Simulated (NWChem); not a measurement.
# MoO3; SMILES [O]=[Mo](=[O])=[O]

```xyz
4

Mo     0.0000     0.0000     0.2239
O     -1.0546     1.2012    -0.3250
O     -0.5129    -1.5139    -0.3250
O      1.5675     0.3128    -0.3250
```
Atoms are numbered in this order, from 1.

Coordinates come from a PBE0/def2-SVP optimisation. def2 effective core potentials on Mo; no spin-orbit coupling.

Problem. List the 4 lowest vertical singlet excitations and the 4 lowest triplet ones from PBE/def2-SVP with def2 effective core potentials on Mo, full TDDFT (NWChem).

Solution. 
```json
[
 {"state": "S1", "energy (eV)": "2.03", "oscillator strength": "0.000", "leading excitation (squared amplitude)": "HOMO → LUMO (1.00)"},
 {"state": "S2", "energy (eV)": "2.40", "oscillator strength": "0.006", "leading excitation (squared amplitude)": "HOMO−1 → LUMO (0.99)"},
 {"state": "S3", "energy (eV)": "2.40", "oscillator strength": "0.006", "leading excitation (squared amplitude)": "HOMO−2 → LUMO (0.99)"},
 {"state": "S4", "energy (eV)": "2.86", "oscillator strength": "0.000", "leading excitation (squared amplitude)": "HOMO−3 → LUMO (1.00)"},
 {"state": "T1", "energy (eV)": "1.91", "oscillator strength": "spin-forbidden", "leading excitation (squared amplitude)": "HOMO → LUMO (1.00)"},
 {"state": "T2", "energy (eV)": "2.08", "oscillator strength": "spin-forbidden", "leading excitation (squared amplitude)": "HOMO−1 → LUMO (1.00)"},
 {"state": "T3", "energy (eV)": "2.08", "oscillator strength": "spin-forbidden", "leading excitation (squared amplitude)": "HOMO−2 → LUMO (1.00)"},
 {"state": "T4", "energy (eV)": "2.63", "oscillator strength": "spin-forbidden", "leading excitation (squared amplitude)": "HOMO−3 → LUMO (0.99)"}
]
```
